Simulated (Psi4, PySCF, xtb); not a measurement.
Interaction energy of N2 ··· HF (SMILES N#N and F). Monomers: optimised at B3LYP-D3(BJ) (def2-TZVP), held rigid. Orientation: a higher rigid-body minimum at GFN2-xTB. R is the distance of the centres of mass, along which the second monomer moves.

Geometry at R = 3.16 Å (first 2 atoms: monomer A):
```
4

N      0.5455     0.0000     0.0000
N     -0.5455     0.0000     0.0000
F     -1.8534    -2.2658     1.2982
H     -1.8290    -1.4139     0.9400
```

Methods: GFN1-xTB (xtb); RHF/STO-3G = restricted Hartree-Fock/STO-3G, no counterpoise correction run with PySCF; RKS-B3LYP/6-31G* = restricted B3LYP/6-31G*, spherical d, no counterpoise correction (PySCF 2.14.0); CCSD(T)/aug-cc-pVDZ = DF-CCSD(T)/aug-cc-pVDZ, frozen core, counterpoise-corrected (Psi4).

Interaction energies in kJ/mol; the last columns give the difference from CCSD(T):

| R / Å | GFN1-xTB | RHF/STO-3G | RKS-B3LYP/6-31G* | CCSD(T)/aug-cc-pVDZ | GFN1-xTB − CCSD(T)/aug-cc-pVDZ | RHF/STO-3G − CCSD(T)/aug-cc-pVDZ | RKS-B3LYP/6-31G* − CCSD(T)/aug-cc-pVDZ |
|---|---|---|---|---|---|---|---|
| 2.54 | -7.64 | 70.22 | 28.01 | 46.70 | -54.34 | 23.52 | -18.69 |
| 2.78 | -14.04 | 22.85 | 0.57 | 13.26 | -27.30 | 9.59 | -12.69 |
| 2.99 | -12.55 | 6.43 | -7.10 | 1.89 | -14.45 | 4.53 | -9.00 |
| 3.16 | -9.99 | 0.95 | -8.36 | -1.83 | -8.16 | 2.78 | -6.53 |
| 3.34 | -7.31 | -1.29 | -7.67 | -3.25 | -4.06 | 1.96 | -4.43 |
| 3.55 | -4.80 | -1.90 | -6.05 | -3.41 | -1.38 | 1.52 | -2.63 |
| 3.84 | -2.54 | -1.62 | -3.90 | -2.76 | 0.22 | 1.14 | -1.14 |
| 4.15 | -1.29 | -1.15 | -2.32 | -1.96 | 0.67 | 0.81 | -0.36 |
| 4.66 | -0.52 | -0.65 | -0.98 | -1.07 | 0.55 | 0.41 | 0.08 |
| 5.35 | -0.23 | -0.34 | -0.39 | -0.50 | 0.28 | 0.16 | 0.12 |
| 6.33 | -0.09 | -0.16 | -0.17 | -0.21 | 0.12 | 0.05 | 0.04 |
| 7.64 | -0.03 | -0.07 | -0.07 | -0.08 | 0.05 | 0.01 | 0.01 |

GFN1-xTB is furthest from CCSD(T)/aug-cc-pVDZ at 2.54 (-54.34 kJ/mol, below); its mean absolute difference over the points is 9.30 kJ/mol.

RHF/STO-3G is furthest from CCSD(T)/aug-cc-pVDZ at 2.54 (23.52 kJ/mol, above); its mean absolute difference over the points is 3.87 kJ/mol.

RKS-B3LYP/6-31G* is furthest from CCSD(T)/aug-cc-pVDZ at 2.54 (-18.69 kJ/mol, below); its mean absolute difference over the points is 4.64 kJ/mol.
